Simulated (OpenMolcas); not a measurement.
# Pd3+: ligand-field states by method

Pd3+ with 6 ligands (ammonia) in octahedral coordination (S6) at 2.18 Å. Ligand basis ANO-RCC-VDZP.
```
Pd    0.0000    0.0000    0.0000
N     2.1800    0.0000    0.0000
H     2.5621    0.9457    0.0000
H     2.5621   -0.4729    0.8190
H     2.5621   -0.4729   -0.8190
N     0.0000    2.1800    0.0000
H     0.0000    2.5621    0.9457
H     0.8190    2.5621   -0.4729
H    -0.8190    2.5621   -0.4729
N    -2.1800    0.0000    0.0000
H    -2.5621   -0.9457    0.0000
H    -2.5621    0.4729   -0.8190
H    -2.5621    0.4729    0.8190
N     0.0000   -2.1800    0.0000
H     0.0000   -2.5621   -0.9457
H    -0.8190   -2.5621    0.4729
H     0.8190   -2.5621    0.4729
N     0.0000    0.0000    2.1800
H     0.9457    0.0000    2.5621
H    -0.4729    0.8190    2.5621
H    -0.4729   -0.8190    2.5621
N     0.0000    0.0000   -2.1800
H    -0.9457    0.0000   -2.5621
H     0.4729   -0.8190   -2.5621
H     0.4729    0.8190   -2.5621
```

| Quantity | Value |
| --- | --- |
| Program | OpenMolcas |
| Basis | ANO-RCC-VDZP [6s5p3d1f] |
| Scalar Hamiltonian | DKH2, point nucleus |
| Active space | 7 electrons in 5 orbitals (4d) |
| State averaging | 2S+1 = 4 even, 10 roots; 2S+1 = 2 even, 40 roots |
| Spin-orbit coupling | RASSI with atomic mean-field integrals over the reference wave functions |

I. CASSCF
II. SS-CASPT2, IPEA 0.25 Eh, imaginary shift 0.1 Eh (closed shells correlated: 4s 4p and the ligand valence shells)

Spin-free states in cm-1, each column counted from its own energy of the first state listed:

```csv
State,Degeneracy,I,II
2S+1 = 2,2,0,0
2S+1 = 4,2,9088,23960
2S+1 = 4,1,9186,23800
2S+1 = 2,2,20490,31230
2S+1 = 2,1,20559,31300
2S+1 = 2,1,20850,29590
2S+1 = 2,2,20874,29940
2S+1 = 2,1,25044,33670
2S+1 = 2,2,25067,33530
2S+1 = 4,2,33705,56270
2S+1 = 4,1,33774,56150
2S+1 = 2,2,36017,43210
2S+1 = 2,1,36080,43050
2S+1 = 4,2,43180,63540
2S+1 = 4,1,43261,63240
2S+1 = 2,1,47568,67370
2S+1 = 2,2,49296,65090
2S+1 = 2,1,49371,64470
2S+1 = 2,1,49734,68740
2S+1 = 2,2,49755,68780
```

From I to II, I's first state of the same spin (2S+1 = 2) moves from 20490 to 31230 cm-1, by about +11000 cm-1. In II another state of that kind comes below it.

From I to II, I's first state of another spin (2S+1 = 4) moves from 9088 to 23960 cm-1, by about +15000 cm-1. In II another state of that kind comes below it.

χT at 300 K: I 0.47, II 0.43 cm3 K/mol.

Roots that are degenerate in the reference are averaged as groups; the widest CASPT2 spread within a group is 250 cm-1 (the 2-fold group of multiplicity 2 near 71300 cm-1 above the lowest state of its run, II). Shifts and gaps below about the spread of the groups concerned are not significant. Over all roots computed the reference weight is 0.66 to 0.69 in II; a low but even weight reflects the number of correlated electrons. An orbital doublet at a regular site is open to a Jahn-Teller distortion, which this geometry leaves out. The least metal-like active orbital is 66 % on the metal (Löwdin) and no ligand orbital is active, so the numbers are rough, and ground spin, moment and any spin crossover can be artefacts of this space; highly charged d ions in such sites are as a rule low spin. Ligand-to-metal charge-transfer states are missing. With no ligand orbital active B as a rule stays too high, so bands that hang on it stand too high and its fall with covalency is understated. Without dynamic correlation the repulsion within the d shell is too large (B by tens of per cent), so at a given field states of lower spin stand too high (holds for I). This shell can be high or low spin here, a state of another spin lies low, and with metal d orbitals alone active their balance is uncertain, so the ground spin may be wrong, although the usual error favours high spin (holds for I). With metal d orbitals alone the field can be off either way by tens of per cent (holds for I). With one d shell and no ligand orbital active, 10Dq can be off by a tenth or more (holds for II). No measured value stands beside these numbers; the geometry was imposed, not optimised, and the real ion may take another.
